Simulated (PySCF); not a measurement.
## Working out the ionisation energy of Xe

Xe [Xe] (1S) → Xe⁺ [Kr] 4d10 5s2 5p5 (2P). Calculation: PySCF 2.14, in aug-cc-pwCVDZ-PP with ECP28MDF (6s5p4d1f, 48 functions); scalar relativity through the core potential. Frozen: nothing. Energies in hartree (1 hartree = 27.21139 eV):

| part | Xe (lower) | Xe⁺ (upper) |
| --- | --- | --- |
| UHF | -328.291724 | -327.866233 |
| MP2 opposite-spin | -0.368393 | -0.350769 |
| MP2 same-spin | -0.210977 | -0.200145 |

Task: What does Hartree-Fock give?

Result: (-327.866233) − (-328.291724) = 0.425491 hartree = 11.578 eV.

Task: What do MP2 and SCS-MP2 (6/5 opposite-spin, 1/3 same-spin) give?

Result: The opposite-spin parts differ by 0.480 eV and the same-spin parts by 0.295 eV. MP2: 11.578 + (0.480) + (0.295) = 12.353 eV. SCS-MP2: 11.578 + 1.2 × (0.480) + (0.295)/3 = 12.252 eV.

Measured between the centres of the two terms (NIST): 12.565 eV, so MP2 (valence and next inner shell) is off by -0.212 eV.

A double-zeta basis recovers only part of the correlation energy.

What remains against the reference includes basis incompleteness and correlation beyond second order.
